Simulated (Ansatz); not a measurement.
Computed with Ansatz on PBE0-D4/def2-TZVP structures; ΔE is electronic, products minus reactants. CCSD(T)/CBS is the MP2 limit (def2-TZVPP, def2-QZVPP) plus CCSD(T) − MP2 in def2-TZVPP, frozen cores. This one scheme is used for every species. DFT in def2-TZVPP. One conformer a species, not always the lowest.

Reaction (ligand exchange at the Si–F bond): `F[SiH2]O[SiH](F)F` + H₂S → `F[SiH](F)O[SiH2]S` + H–F

CCSD(T)/CBS gives +85.8 kJ/mol.

Question: Another level gave +92.9 kJ/mol. Which?
A. CCSD/def2-TZVPP
B. PBE/def2-TZVPP
C. MP2/def2-TZVPP
D. PBE-D4/def2-TZVPP

Answer: A. CCSD/def2-TZVPP 92.9, PBE-D4 73.5, PBE 78.2, MP2/def2-TZVPP 85.1 kJ/mol.

Largest T1 diagnostic among the species: 0.012.

The D4 term adds −7.5 kJ/mol with B3LYP and −4.2 kJ/mol with PBE0; it sums over pairs of atoms, weighted by their polarisabilities, and B3LYP, whose exchange is more repulsive, gets the larger term. In def2-TZVPP, CCSD(T) changes the Hartree–Fock value by −21.2 kJ/mol (the triples alone add −3.8 kJ/mol) and MP2 by −25.2 kJ/mol.

B3LYP here is the variant with VWN-RPA as its local correlation; programs differ in this.
